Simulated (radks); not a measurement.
Results of a calculation; reference values are marked as such.
Coulomb parameter of the 5d shell of the iridium ion Ir2+ in the model configuration [Xe] 4f14 5d5.5 6p1.5, as a second difference U = [E(n + 0.5) + E(n - 0.5) - 2 E(n)] / (0.5)^2 with all orbitals relaxed. "Bare": the charge of the atom changes with n. "Screened": the 6p shell takes up the change at fixed total charge, which measures U(5d,5d) + U(6p,6p) - 2 U(5d,6p). Level of theory: Dirac Kohn-Sham, PBE, spin-unpolarised, spherical densities, point nucleus; open shells are shared between the two j in proportion to 2j + 1 (a radial shooting solver on a logarithmic mesh with Libxc functionals).

case	configuration	E - E(n) (eV)
start	[Xe] 4f14 5d5.5 6p1.5	0.000
bare +0.5	[Xe] 4f14 5d6 6p1.5	-13.542
bare -0.5	[Xe] 4f14 5d5 6p1.5	16.586
screened +0.5	[Xe] 4f14 5d6 6p1	-6.460
screened -0.5	[Xe] 4f14 5d5 6p2	7.013

U(bare) = 12.175 eV, U(screened by 6p) = 2.212 eV.
